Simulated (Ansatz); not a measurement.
`[O]=[Mo]([OH])([F])([Cl])[Cl]`, one more setting.

```yaml
crystal:
  periodic: [false, false, false]
  atoms:
    - {symbol: O, position_ang: [-1.876936, -0.161051, 0.364468]}
    - {symbol: Mo, position_ang: [-0.334069, 0.120935, -0.262847]}
    - {symbol: O, position_ang: [0.691817, -1.014318, 1.063838]}
    - {symbol: F, position_ang: [0.189577, -1.274289, -1.380163]}
    - {symbol: Cl, position_ang: [-0.508784, 1.521962, -1.920354]}
    - {symbol: Cl, position_ang: [0.369127, 1.934732, 1.112855]}
    - {symbol: H, position_ang: [1.604762, -0.988865, 1.089889]}
basis:
  gaussian: {orbitals: def2-SVP}
hamiltonian: {xc: {name: wB97}}
accuracy: high
output: {forces: true}
```

```sh
$ ansatz run in.yaml --threads 4 --pin off --events-out ev --progress --plain --max-ram 10444MiB
```

Output, abridged:

```
Functional definition: wB97
2459 factors; integrals over basis functions are off by at most 1.4e-8 eV
627 factors; integrals over basis functions are off by at most 2.3e-9 eV
mean field evaluation 1: about -33699.1490 eV, gradient 9.4e1 eV
mean field evaluation 2: about -33517.1524 eV, gradient 3.1e2 eV
mean field evaluation 4: about -33716.9707 eV, gradient 1.8e1 eV
mean field evaluation 8: about -33717.4818 eV, gradient 7.8e-1 eV
mean field evaluation 16: about -33717.4836 eV, gradient 1.3e-3 eV
mean field evaluation 32: about -33717.4836 eV, gradient 1.2e-7 eV
mean field -33717.48359150 eV, -1239.0946674563 hartree, gradient 5.6e-8 eV, S^2 0.000000; 0 other end points of the search recorded, 0 dependent functions left out
reference -33717.48358987 eV, -1239.0946673964 hartree; 37, 37 occupied and 77, 77 virtual orbitals, 2459 factors
Total energy: -33717.48358987 eV, -1239.0946673964 hartree
Atom 0 at    -1.876936    -0.161051     0.364468 Å, force     3.512942     0.667997    -2.057942 eV/Å
Atom 1 at    -0.334069     0.120935    -0.262847 Å, force    -1.324474    -3.432082     5.976122 eV/Å
Atom 2 at     0.691817    -1.014318     1.063838 Å, force    -4.818494     1.861740    -1.821892 eV/Å
Atom 3 at     0.189577    -1.274289    -1.380163 Å, force    -0.467180     0.761093    -0.244135 eV/Å
Atom 4 at    -0.508784     1.521962    -1.920354 Å, force    -0.158325     0.785025    -1.152268 eV/Å
Atom 5 at     0.369127     1.934732     1.112855 Å, force    -0.162688    -0.751409    -0.787491 eV/Å
Atom 6 at     1.604762    -0.988865     1.089889 Å, force     3.418219     0.107636     0.087606 eV/Å
Dipole moment:     0.259854     0.034192    -0.261700 e Å
```

Run time 20 s (4 threads of an Arm Neoverse V1 on a shared host); peak host memory 0.75 GiB.
